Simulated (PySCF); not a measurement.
W(O)(NH)(F)(Br) (BrFHNOW), SMILES [F][W]([Br])(=[NH])=[O], multiplicity 1.

The structure is a stationary point at B3LYP-D3(BJ)/def2-SVP. The multiplicity is an assumed one; no other spin state was optimised. The structure was generated by enumeration; whether it is a known compound was not checked. The def2 effective core potentials stand for the cores of W; spin–orbit coupling is left out.

These are TDA-LC-ωPBE/def2-SVPD in PySCF 2.14.0 values and carry that method's errors.

Vertical excitations. Gas-phase values at a fixed geometry.

Computed lowest excited states:
```tsv
state	energy (eV)	λ (nm)	f	main pairs
S1	4.74	262	0.008	HOMO→LUMO 79 %
S2	4.89	253	0.002	HOMO−2→LUMO 31 %, HOMO−2→LUMO+1 29 %, HOMO→LUMO+1 22 %, HOMO−2→LUMO+2 7 %
S3	5.06	245	0.010	HOMO−2→LUMO 46 %, HOMO→LUMO+1 20 %, HOMO−2→LUMO+1 10 %
S4	5.59	222	0.001	HOMO→LUMO+2 39 %, HOMO−2→LUMO+2 18 %, HOMO−1→LUMO 14 %, HOMO→LUMO+1 12 %
S5	5.68	218	0.017	HOMO−1→LUMO 56 %, HOMO−3→LUMO 11 %, HOMO→LUMO+2 11 %
S6	6.00	207	0.007	HOMO−2→LUMO+1 33 %, HOMO−2→LUMO+2 28 %, HOMO→LUMO+1 10 %, HOMO−1→LUMO+1 6 %
S7	6.19	200	0.005	HOMO−3→LUMO 46 %, HOMO−1→LUMO 9 %, HOMO−1→LUMO+1 8 %, HOMO−4→LUMO 7 %
S8	6.26	198	0.007	HOMO−2→LUMO+2 22 %, HOMO→LUMO+3 19 %, HOMO−1→LUMO+1 12 %, HOMO−2→LUMO+3 10 %
S9	6.60	188	0.010	HOMO−5→LUMO 28 %, HOMO→LUMO+3 16 %, HOMO→LUMO+2 13 %, HOMO−1→LUMO+2 6 %
S10	6.67	186	0.022	HOMO−1→LUMO+1 35 %, HOMO−3→LUMO+1 19 %, HOMO−5→LUMO+1 8 %, HOMO−4→LUMO+1 6 %
T1	4.06	306	0	HOMO→LUMO 53 %, HOMO−2→LUMO 15 %
T2	4.39	282	0	HOMO→LUMO+1 35 %, HOMO−2→LUMO 28 %, HOMO→LUMO+2 8 %, HOMO−2→LUMO+1 5 %
T3	4.48	277	0	HOMO−2→LUMO+1 39 %, HOMO−2→LUMO+2 16 %, HOMO→LUMO 9 %, HOMO−3→LUMO+1 7 %
T4	4.68	265	0	HOMO−2→LUMO 35 %, HOMO→LUMO 19 %, HOMO−2→LUMO+1 13 %, HOMO→LUMO+1 11 %
```
Triplets are in the Tamm–Dancoff approximation.
